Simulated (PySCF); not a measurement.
F₄Si, SMILES F[Si-](F)(F)F (connectivity only; charge and spin as stated), charge -1, multiplicity 2.

Coordinates come from a PBE0-D3(BJ)/def2-SVPD optimisation.

These are PBE0-D3(BJ)/def2-SVPD (PySCF) values and carry that method's errors.

Frequencies are harmonic and unscaled.

Computed harmonic wavenumbers and intensities:
```csv
mode,ν (cm⁻¹),IR (km/mol),moving atoms (share of kinetic energy)
1,179,0.2,F 100 %
2,233,2.0,"F 76 %, Si 24 %"
3,306,0.0,F 100 %
4,380,9.0,"F 90 %, Si 10 %"
5,395,31.7,"F 71 %, Si 29 %"
6,525,2.5,F 97 %
7,757,153.3,"F 59 %, Si 41 %"
8,767,403.5,"Si 61 %, F 39 %"
9,791,148.9,"F 54 %, Si 46 %"
```
